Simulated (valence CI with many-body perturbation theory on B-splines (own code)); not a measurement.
Results of a calculation; reference values are marked as such.
**Hyperfine factors and g values of Hf³²⁺**

Level of theory: configuration interaction combined with many-body perturbation theory (CI+MBPT): four valence electrons over a frozen Dirac-Fock core [Kr], a basis of 7 s, 7 p, 8 d, 6 f, 4 g, 1 h functions for each j, with the one-electron correlation potential Σ1 (screened to all orders), the two-electron term Σ2, the three-electron term Σ3, Breit, model QED; selected single and double excitations, second order for the rest, scaled by the run's own slope (own B-spline code, finite nucleus).

The last digits are not significant, and no measured levels were compared; by estimate large intervals hold to a few tenths of a per cent, small ones and those within an open d or f shell to about a per cent. The list stops below the first excitations out of the core.

A/g_I is the dipole constant over the nuclear g factor μ/I (μ in nuclear magnetons, uniformly magnetised nucleus), B/Q the quadrupole constant per barn. Both hold the static response of the core; the bare values leave it out. Large factors of s and p1/2 electrons are usually good to 5 to 10 %; those of open d and f shells near neutrality can be off by tens of per cent, and small factors of p3/2, d and f electrons come from cancelling terms and can be off by a factor of two or in sign, in half-filled shells by more. B is blank for J = 1/2, where it vanishes, and for nearly pure S terms. Energies count from the lowest level. Levels with J = 0 are left out.

Levels are named by their leading jj configuration (3d3/2^4 stands for four electrons in 3d with j = 3/2), which in mixed levels can hold well under half, so a name can repeat and another be missing. Letters in brackets count levels of one name in rising energy.

```csv
Level,E (cm⁻¹),g,A/g_I (MHz),A/g_I bare,B/Q (MHz/b),B/Q bare
(4d3/2^3 4d5/2) J=1,96989,1.497,-1900,-969,4650,4460
(4d3/2^3 4d5/2) J=2,134830,1.276,7650,8040,10200,9820
(4d3/2^3 4d5/2) J=4,135060,1.088,13400,13300,440,327
(4d3/2^3 4d5/2) J=3,146440,1.176,11400,11500,7390,7080
(4d3/2^2 4d5/2^2) J=2 [a],228470,1.182,5330,5540,9150,8810
(4d3/2^2 4d5/2^2) J=4 [a],230890,1.157,10700,10800,-5570,-5420
(4d3/2^2 4d5/2^2) J=3 [a],235300,1.136,9380,9460,1990,1910
(4d3/2^2 4d5/2^2) J=5,249900,1.083,12300,12300,11700,11300
(4d3/2^2 4d5/2^2) J=1,258600,1.134,13600,13700,1150,1090
(4d3/2^2 4d5/2^2) J=6,260440,1.081,13100,13000,14200,13600
(4d3/2^2 4d5/2^2) J=3 [b],272630,1.101,13700,13600,3890,3740
(4d3/2^2 4d5/2^2) J=4 [b],273100,1.032,14200,14000,-4420,-4220
(4d3/2^2 4d5/2^2) J=2 [b],276430,1.096,12500,12400,4760,4580
(4d3/2^2 4d5/2^2) J=2 [c],312660,1.002,17000,16800,-1780,-1730
(4d3/2^2 4d5/2^2) J=4 [c],322500,1.217,9100,9350,21200,20400
(4d3/2^2 4d5/2^2) J=2 [d],356090,1.189,11300,11400,-5070,-4830
(4d3/2 4d5/2^3) J=4 [a],361550,1.128,9390,9450,-9390,-9050
(4d3/2 4d5/2^3) J=3 [a],361760,1.166,7340,7500,1610,1590
(4d3/2 4d5/2^3) J=1 [a],376090,0.923,13400,13000,5560,5330
(4d3/2 4d5/2^3) J=5,378900,1.144,10600,10700,-8060,-7770
(4d3/2 4d5/2^3) J=6,383160,1.078,12200,12200,16500,16000
(4d3/2 4d5/2^3) J=2 [a],402740,1.053,13800,13700,11200,10700
(4d3/2 4d5/2^3) J=3 [b],408450,1.090,12000,12000,4500,4390
(4d3/2 4d5/2^3) J=3 [c],448250,1.061,13300,13200,17900,17100
(4d3/2 4d5/2^3) J=1 [b],448270,1.434,1910,2670,-8400,-8060
(4d3/2 4d5/2^3) J=4 [b],454080,1.043,13500,13400,16500,15900
(4d3/2 4d5/2^3) J=2 [b],463100,1.116,12000,12000,-19900,-19100
(4d5/2^4) J=4,511070,1.160,8890,9020,-15500,-14900
(4d5/2^4) J=2,543780,1.060,9890,9800,7710,7410
```

Take the isotope of mass number 177, with I = 7/2, μ = 0.791 μN and Q = 3.37 b. What is the hyperfine structure of (4d3/2^2 4d5/2^2) J=2 [a]?

From the table A = 1210 MHz, B = 30800 MHz. Shifts from the centre of gravity in MHz: F = 3/2: 5610, F = 5/2: -5120, F = 7/2: -12400, F = 9/2: -8640, F = 11/2: 16200.
